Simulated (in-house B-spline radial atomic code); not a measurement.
# Ionising Ho IV (Ho3+) with different functionals

Computed with an all-electron radial atomic-structure program (B-spline basis): scalar-relativistic (spin-free X2C) Hamiltonian, Fermi nucleus of rms radius 5.2022 fm, spin-polarised at highest spin, spherical fractional occupations for the functionals, the average over the highest-spin determinants for Hartree-Fock. The ionisation energy is the difference of two self-consistent energies, [Xe] 4f10 → [Xe] 4f9, without Breit or QED terms; ε is the level of the shell that loses the electron (its least bound occupied spin orbital). There is no spin-orbit coupling in this Hamiltonian.

Hybrids are left out here: with spherical fractional occupations of an open shell their exact exchange keeps a self-interaction that integer-occupation calculations don't have.

| method | rung | ΔSCF (eV) | -ε(4f) (eV) |
| --- | --- | --- | --- |
| Hartree-Fock | Hartree-Fock | 37.70 | 43.35 |
| LDA VWN5 | LDA | 43.47 | 33.70 |
| LDA PW92 | LDA | 43.46 | 33.69 |
| LDA exchange-only | LDA | ? | ? |
| PBE | GGA | ? | ? |
| PBEsol | GGA | 43.09 | 33.34 |
| BLYP | GGA | 42.84 | 33.11 |
| RPBE | GGA | 42.92 | 33.18 |
| PW91 | GGA | 43.14 | 33.39 |
| BP86 | GGA | 43.17 | 33.42 |
| AM05 | GGA | 43.15 | 33.39 |
| OLYP | GGA | 43.33 | 33.54 |
| TPSS | meta-GGA | 42.65 | 32.93 |
| SCAN | meta-GGA | 42.19 | 32.55 |
| r2SCAN | meta-GGA | 42.11 | 32.42 |
| revTPSS | meta-GGA | 42.62 | 32.91 |

(1) What does LDA exchange-only give?

(2) What does PBE give?

(3) How do they compare with the NIST value?

## Answers

(1) ΔSCF 41.40 eV, and -ε(4f) = 31.72 eV.

(2) ΔSCF 43.01 eV, and -ε(4f) = 33.27 eV.

(3) NIST lists 42.52 eV ± 0.08 (semi-empirical, ground level to ground level). Errors run from -4.82 to +0.95 eV; revTPSS is closest (+0.10 eV), though others lie within the uncertainty of it, and part of that can be cancellation, since the calculations leave out spin-orbit coupling, Breit-QED terms, multiplet and fine-structure energies. Hartree-Fock also lacks correlation.
